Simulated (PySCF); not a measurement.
Compound: C₆H₈N (doublet state).
Geometry (GFN2-xTB, Å), atoms numbered from 1 in this order:
```
atom  x, y, z in Å
C1     2.982    0.108   -0.181
C2     1.545    0.021   -0.216
C3     0.336   -0.080   -0.253
C4    -1.045   -0.134   -0.291
C5    -1.717   -1.430   -0.602
C6    -1.814    1.028   -0.009
N7    -1.400    2.203    0.294
H8     3.404   -0.808    0.234
H9     3.294    0.956    0.429
H10    3.371    0.242   -1.193
H11   -2.598   -1.264   -1.221
H12   -2.048   -1.909    0.322
H13   -1.039   -2.111   -1.111
H14   -2.894    0.911   -0.054
H15   -0.382    2.275    0.325
```

The hyperfine couplings belong to this conformer and change with its torsions.

Identity: `[H]/N=C\[C](C)C#CC` [radical].

Method used: UKS B3LYP, pcH-1 on C H N, non-relativistic, mean-field spin-orbit, GIAO in PySCF 2.14.0. Isolated species at its GFN2-xTB geometry (one conformer only). GFN2-xTB frequencies show an imaginary mode (23i cm⁻¹), so this geometry is no minimum at that level. A GFN2-xTB geometry isn't a minimum of the functional, and hyperfine couplings can be far from their values at a DFT geometry. No stability test was run, so a lower SCF solution isn't excluded. ⟨S²⟩ is 0.776 where a pure state has 0.75.

Principal values of hyperfine tensors in MHz (contact and dipolar terms together), for some of the nuclei:

```json
{"atom": "H12", "isotope": "1H", "A1": "90.13", "A2": "91.78", "A3": "99.47"}
{"atom": "C4", "isotope": "13C", "A1": "4.64", "A2": "5.74", "A3": "158.63"}
{"atom": "C3", "isotope": "13C", "A1": "-66.16", "A2": "-50.92", "A3": "-34.18"}
{"atom": "C6", "isotope": "13C", "A1": "-59.70", "A2": "-30.30", "A3": "-24.20"}
{"atom": "H11", "isotope": "1H", "A1": "34.81", "A2": "35.46", "A3": "43.53"}
{"atom": "C2", "isotope": "13C", "A1": "-1.05", "A2": "6.59", "A3": "85.04"}
{"atom": "H8", "isotope": "1H", "A1": "22.50", "A2": "22.82", "A3": "28.35"}
{"atom": "H15", "isotope": "1H", "A1": "-40.59", "A2": "-28.99", "A3": "-2.21"}
```

Task: Split each tensor into its isotropic and traceless parts, and turn a_iso into mT with g = 2.0032.

Result: a_iso is a third of the trace, T = A − a_iso, and a(mT) = a(MHz)/(g × 13.996).

| atom | a_iso (MHz) | a_iso (mT) | T1 | T2 | T3 |
| --- | --- | --- | --- | --- | --- |
| H12 | 93.79 | 3.345 | -3.67 | -2.01 | 5.68 |
| C4 | 56.34 | 2.009 | -51.69 | -50.60 | 102.29 |
| C3 | -50.42 | -1.798 | -15.74 | -0.50 | 16.24 |
| C6 | -38.07 | -1.358 | -21.63 | 7.76 | 13.87 |
| H11 | 37.93 | 1.353 | -3.12 | -2.48 | 5.60 |
| C2 | 30.19 | 1.077 | -31.25 | -23.60 | 54.85 |
| H8 | 24.56 | 0.876 | -2.06 | -1.74 | 3.80 |
| H15 | -23.93 | -0.853 | -16.66 | -5.06 | 21.72 |

Task: What spin density at the nucleus of C4 lies behind its contact coupling (g_N = 1.40482)?

Result: a_FC = 800.24 MHz bohr³ × g_N × ρ(0)/(2S). With a_FC = 56.34 MHz and 2S = 1, ρ(0) = 0.05011 bohr⁻³.

Task: H10 (1H, g_N = 5.58569) isn't in the table. Its spin density at the nucleus is 0.01263 bohr⁻³. What is its contact coupling?

Result: By the same relation, a_FC = 56.5 MHz. Its full tensor has the principal values 54.12, 54.95, 60.34 MHz.

Task: Which nucleus of the table has the largest anisotropic coupling, and what is its form?

Result: C4: -51.7, -50.6, 102.3 MHz, axial, in the ratio −1:−1:+2, the form that spin in one p orbital centred on that nucleus gives.

Task: What first-order splitting does C3 cause when the field lies along A1, A2 or A3 of its tensor (g taken as isotropic, no quadrupole term)?

Result: 2 lines (I = 1/2), spaced by |A_i|/(g × 13.996): 2.36, 1.82, 1.22 mT along the axes of A1, A2 and A3.
